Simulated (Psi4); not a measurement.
C5H12B (SMILES [CH2]B(CC)CC), doublet, geometry from GFN2-xTB. Base run: MP2/STO-3G (Psi4).

Psi4 was given this input:
```
memory 2 GB

molecule {
0 2
  C     0.10409044    0.61883245   -1.64324579
  B    -0.03673243    0.38608715   -0.17644443
  C     1.17071369   -0.05286652    0.76868788
  C     2.47588794   -0.45167808    0.08272398
  C    -1.47518250    0.54910000    0.51736773
  C    -2.26454479   -0.75107039    0.31908363
  H     1.02173887    0.92503159   -2.12099606
  H    -0.71577674    0.52662001   -2.33942613
  H     0.85502393   -0.87237012    1.42010092
  H     1.37138162    0.78743792    1.44263178
  H     2.31780254   -1.30165364   -0.57736087
  H     2.86634279    0.37195802   -0.51033938
  H     3.23185633   -0.72767288    0.81696201
  H    -1.39105397    0.74477089    1.58736705
  H    -2.05247428    1.36841118    0.08569121
  H    -2.39018860   -0.96776359   -0.73921279
  H    -1.74473043   -1.58928146    0.77759154
  H    -3.25204853   -0.66982835    0.77150825
}

set basis sto-3g
set reference uhf
set freeze_core true

energy('mp2')
print_variables()
```

Each row names what was changed in the base input (with any setting that the change needs).

| change | basis functions | E (Eh) | MP2 correlation (Eh) |
|---|---|---|---|
| base | 42 | -218.64963 | -0.27333 |
| basis = 3-21G | 78 | -220.24754 | -0.48005 |
| basis = 6-31G | 78 | -221.38109 | -0.48254 |
| basis = def2-SV(P) | 108 | -221.47446 | -0.68555 |
| basis = 6-31G* | 114 | -221.68190 | -0.70270 |
| basis = 6-31+G* | 138 | -221.69337 | -0.71071 |
| basis = def2-SVP | 144 | -221.59789 | -0.77345 |
| basis = 6-31G** | 150 | -221.78024 | -0.78125 |
| basis = 6-311G** | 180 | -221.85561 | -0.81924 |
| basis = def2-SVPD | 216 | -221.64078 | -0.81002 |
| basis = aug-cc-pVDZ | 246 | -221.80884 | -0.80478 |
| basis = aug-pcseg-1 | 246 | -221.73703 | -0.80383 |
| basis = def2-TZVP | 258 | -221.97456 | -0.91463 |

Totals compare only among sets that treat the same electrons; sets with core potentials leave the core out.

Open shells are given as the SCF converged; they aren't shown to be the lowest states, and a large step between rows can be another state.
